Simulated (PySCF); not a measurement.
silolane (C₄H₁₀Si), SMILES C1[SiH2]CCC1. Geometry optimised at PBE-D3(BJ)/def2-SVP. Other conformers were not sampled.

Method: PySCF with PBE-D3(BJ)/def2-SVP.

Harmonic wavenumbers (cm⁻¹): 106, 266, 402, 440, 510, 553, 637, 662, 734, 748, 814, 853, 870, 920, 929, 939, 1013, 1024, 1062, 1127, 1174, 1227, 1229, 1279, 1300, 1373, 1376, 1411, 1422, 2147, 2151, 2958, 2961, 2987, 2987, 3014, 3019, 3057, 3057. Rotational constants (GHz): 5.399, 4.053, 2.612; symmetry number 2.

Question: Work out the zero-point energy and the ideal-gas rigid-rotor harmonic-oscillator thermochemistry at 298.15 K and 1 atm.

Answer: ZPE = ½ Σ hcν = ½ × 54736 cm⁻¹ = 327.39 kJ/mol. H − E(el) = 345.72 kJ/mol. Entropy in J/(mol K): translation 164.33, rotation 103.58, vibration 44.47, total 312.38. G − E(el) = 252.58 kJ/mol. Cp = 108.62 J/(mol K). Modes under 150 cm⁻¹ make the vibrational entropy uncertain.
